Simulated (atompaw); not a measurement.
# An all-electron radial function and its pseudo partner (N (Z = 7))

Columns: radius, all-electron u(r) and pseudo u(r) of the 2p shell (level -7.51 eV) of nitrogen in the configuration [He] 2s1 2p4; PBE, scalar-relativistic, PAW (atompaw) scheme, atompaw 4.2.0.5.

```csv
r (bohr),all-electron,pseudo
0.048,0.0201,0.0056
0.096,0.0683,0.0221
0.144,0.1320,0.0491
0.192,0.2027,0.0856
0.240,0.2750,0.1304
0.288,0.3454,0.1822
0.337,0.4132,0.2404
0.385,0.4743,0.3009
0.433,0.5294,0.3631
0.481,0.5784,0.4251
0.529,0.6215,0.4852
0.577,0.6588,0.5420
0.625,0.6906,0.5940
0.673,0.7171,0.6402
0.721,0.7386,0.6800
0.769,0.7554,0.7129
0.817,0.7680,0.7388
0.865,0.7767,0.7579
0.913,0.7819,0.7708
0.962,0.7840,0.7781
1.010,0.7832,0.7806
1.058,0.7801,0.7791
1.106,0.7748,0.7746
1.154,0.7677,0.7677
1.202,0.7591,0.7591
1.250,0.7490,0.7490
```

How many radial nodes do the two functions have?

The all-electron 2p function has n − l − 1 = 0; the pseudo-wave has 0.

Is the pseudo-wave norm-conserving?

No, it belongs to a PAW set: the norm inside the radius is not constrained, and the difference is carried by the augmentation charge.
